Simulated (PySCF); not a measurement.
**Telling isomers of C5H10O2Si apart by NMR**

[PySCF 2.14: GFN2-xTB geometry; shielding tensors at PBE0/pcSseg-1 (GIAO); one averaged value for each set of equivalent atoms; a single conformation; relativity neglected; no solvent model]

δ = σ(ref) − σ, references computed at the same level: 1H (σ = 31.72 ppm), 13C (σ = 186.93 ppm) vs TMS. Where no couplings were computed, multiplicities follow the n + 1 count of equivalent neighbours, and m marks all less simple cases (inequivalent or close neighbours, rings, F or P nearby). Shifts are as computed. Against solution values, carbons near 30 ppm lie about +3 ppm off and those near 130 ppm about +5 ppm. Of 1309 compounds with measured shifts, 239 miss one by over three times the rms of a fit or turn the order of signals round; such compounds aren't used in these exercises.

(1) Tabulate the signals of `[SiH3]O[C@H]1C=COCC1`, `C[Si@@H](C=O)OC1CC1` and their relative energies.

(2) What is the quickest way to tell [SiH3]O[C@H]1C=COCC1 from C[Si@@H](C=O)OC1CC1?

## Answers

(1) 
| SMILES | carbon types | δC | δH | E rel. (kcal/mol) |
| --- | --- | --- | --- | --- |
| [SiH3]O[C@H]1C=COCC1 | 3×CH 2×CH2 | 151.5, 111.5, 68.5, 66.0, 34.0 | 6.45 (d, 1H), 5.03 (m, 1H), 4.93 (s, 3H), 4.62 (m, 1H), 4.32 (m, 1H), 4.03 (m, 1H), 1.85 (m, 1H), 1.84 (m, 1H) | 0.0 |
| C[Si@@H](C=O)OC1CC1 | 2×CH 2×CH2 1×CH3 | 250.6, 51.3, 8.9, 6.3, -5.1 | 11.93 (d, 1H), 4.99 (m, 1H), 3.62 (m, 1H), 1.96 (m, 1H), 0.43 (m, 1H), 0.34 (m, 1H), 0.32 (d, 3H), 0.32 (m, 1H) | 4.2 |

Energies are electronic energies at PBE0/pcSseg-1 on these geometries, without zero-point or thermal terms, each for the one conformer computed, which needn't be the lowest.

(2) Both give the same number of carbon signals, but DEPT or the intensities differ. The first has an alkene carbon bearing oxygen (CH) at 151.5 ppm, the second a carbonyl carbon (CH) at 250.6 ppm. In the proton spectra the most deshielded non-exchanging signals are 6.45 (d, 1H) and 11.93 (d, 1H).
